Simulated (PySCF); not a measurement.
## Calcium: a sound run and one with changed settings

Sound run: Ca⁺ [Ar] 4s1, Ca²⁺ [Ar]. All numbers are calculated (PySCF 2.14, the spin-free X2C one-electron Hamiltonian (Gaussian nucleus), in cc-pVDZ-X2C). The sound run starts from symmetry-adapted Hartree-Fock orbitals and uses a fine grid where one is needed.

A second run was set up differently.

```tsv
species	method	sound run (hartree)	changed run (hartree)	converged
Ca⁺	UHF	-679.44005	-679.44005	yes
Ca⁺	BP86	-680.29694	-682.42535	yes
Ca⁺	PBE0	-680.05047	-681.60877	yes
Ca²⁺	UHF	-679.02301	-679.02301	yes
Ca²⁺	BP86	-679.85624	-681.97105	yes
Ca²⁺	PBE0	-679.61380	-681.16500	yes
```

Ionisation energy of Ca⁺:

```csv
method,sound run (eV),changed run (eV)
UHF,11.348,11.348
BP86,11.992,12.362
PBE0,11.882,12.076
```

Task: What was changed?
A. a valence shell is frozen
B. basis contracted for another Hamiltonian
C. radial grid too coarse
D. all electrons correlated in a valence basis

Result: C. It used radial step 1.2 in ln r (0.13 in the sound run). A coarse radial grid mis-integrates the density and the exchange-correlation energy, with errors of either sign; Hartree-Fock needs no grid.
